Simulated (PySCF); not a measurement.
Cost of one run: excited-state job, C4H3BF2O2.

Method: TDDFT CAM-B3LYP/def2-SVPD, vertical, gas phase, core orbitals frozen in the response (PySCF 2.14.0, density-fitted response routines). Geometry: GFN2-xTB. Work: 8 singlets by full TDDFT, 3 Tamm–Dancoff triplets, polarisability, density fitting. The command runs a driver script over a list of jobs; the input below is this job's line of settings and its coordinates in Å.

Command:
```bash
OMP_NUM_THREADS=1 python probes_run.py task.json out
```

Input:
```
{"job": {"kind": "uv", "xc": "CAM-B3LYP", "basis": "def2-SVPD", "nstates": 8, "ntriplets": 3}, "charge": 0, "multiplicity": 1}
O      1.487835     1.301836     0.113705
C      1.805905     0.113498     0.163257
C      0.757801    -0.870850     0.188823
C     -0.448991    -0.257598     0.152051
C     -1.722534    -1.003776     0.159924
O     -2.810629    -0.504024     0.122760
B     -0.225688     1.368993     0.092573
F     -0.546607     2.065490     1.195256
F     -0.523222     1.977073    -1.067387
H      2.863256    -0.157095     0.184996
H      0.954870    -1.929547     0.230071
H     -1.590797    -2.104687     0.202664
```

Hardware: Intel Xeon at 2.50 GHz, one thread, no GPU, on a shared host. PySCF's memory limit was set to 1040 MB.

Question: How large is the basis?

Answer: 216 functions for 66 electrons, with 779 fitting functions; the fitted three-index integrals, 779 × 216 × 217/2 numbers of 8 bytes, come to 140 MiB.

Question: What wall time should be expected on this hardware?

Answer: About 1.9 min. The SCF took 15 cycles.

Question: Estimate the peak memory.

Answer: About 0.97 GiB. Peak memory is the resident size of the whole Python process, interpreter and libraries included.

Question: At this speed, how long would 20000 such jobs take on 96 cores, one job a core?

Answer: 20000/96 gives 209 rounds of 1.9 min, about 6.6 h of wall time and 630 core-hours, if the jobs don't slow each other.

The host was shared with other jobs, so the times are rough.
